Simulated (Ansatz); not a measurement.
Total energies of GeMe3(NHiPr) (C6H17GeN) from Ansatz at PBE0-D4/def2-TZVP, gas phase (1 Eh = 27.2114 eV = 2625.5 kJ/mol). The reference geometry is relaxed at PBE-D4/def2-SVP.

```csv
state,geometry,energy (Eh)
charge 0 singlet,reference,-2370.16275
charge 1 doublet,reference,-2369.87101
free Ge atom (triplet),–,-2076.65516
free C atom (triplet),–,-37.80537
free H atom (doublet),–,-0.50104
free N atom (quartet),–,-54.54382
```

(1) Work out the vertical ionisation energy to the doublet.

(2) What is the binding energy per atom against free atoms?

(1) E(charge 1 doublet) − E(charge 0 singlet) = -2369.87101 − (-2370.16275) = 0.29174 Eh = 7.94 eV. For comparison, −ε of the highest occupied level is 6.19 eV at this level, 1.75 eV less.

(2) Atoms: 1 × (-2076.65516) + 6 × (-37.80537) + 17 × (-0.50104) + 1 × (-54.54382) = -2366.54888 Eh. Binding: -2366.54888 − (-2370.16275) = 3.61387 Eh = 98.34 eV, or 3.93 eV for each of 25 atoms (no zero-point energy, no counterpoise term).
